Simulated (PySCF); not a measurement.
**`C=C/C=C/C=C\Br`, C₆H₇Br**

Geometry (Å), atoms numbered from 1 in this order:
```xyz
14

C    -3.053   -0.297    0.286
C    -1.876    0.323    0.228
C    -0.614   -0.356    0.339
C     0.574    0.271    0.280
C     1.830   -0.408    0.391
C     3.038    0.157    0.340
Br    3.330    2.010    0.105
H    -3.121   -1.364    0.422
H    -3.984    0.236    0.200
H    -1.832    1.396    0.091
H    -0.649   -1.430    0.477
H     0.607    1.344    0.142
H     1.794   -1.482    0.529
H     3.957   -0.399    0.428
```

The calculation used PySCF 2.14.0, GIAO PBE/pcSseg-1 magnetisability, rotational g tensor and spin-rotation constants, non-relativistic, gas phase. Geometry: GFN2-xTB.

The calculation is non-relativistic, which matters for the atoms heavier than Zn.

Task: Give the nuclear spin-rotation constants along the inertial axes (H = +C I·J) beside the isotropic shieldings.

Result: Rotational constants 6.2047, 0.5475, 0.5031 GHz. A star marks the isotopologue with that one atom substituted, in its own axes.
```tsv
atom	isotope	Caa (kHz)	Cbb (kHz)	Ccc (kHz)	mean (kHz)	σ (ppm)
Br7	79Br	13.650	0.632	0.788	5.023	2049.0
H8	1H	-0.389	0.033	-0.060	-0.139	26.0
H9	1H	-0.161	0.010	-0.058	-0.070	26.1
H10	1H	-0.441	0.048	-0.059	-0.151	24.9
H11	1H	-0.405	0.045	-0.063	-0.141	25.2
H12	1H	-0.390	0.046	-0.059	-0.135	24.6
H13	1H	-0.443	0.047	-0.061	-0.152	24.9
H14	1H	-0.172	0.007	-0.052	-0.072	25.4
C1	13C*	2.061	0.246	0.072	0.793	57.3
C2	13C*	2.252	0.274	0.078	0.868	37.6
C3	13C*	2.277	0.259	0.090	0.875	39.0
C4	13C*	2.238	0.257	0.077	0.857	47.4
C5	13C*	2.099	0.270	0.083	0.817	42.7
C6	13C*	1.990	0.243	0.098	0.777	50.5
```
For the geometry as given, no vibrational averaging.

Task: How do the rotational constants and the g tensor change when H8, H9, H10, H11, H12, H13, H14 are replaced by deuterium?

Result: Constants 5.1118, 0.5040, 0.4588 GHz; g -0.0635, -0.0080, 0.0004, against -0.0770, -0.0087, 0.0005 before.
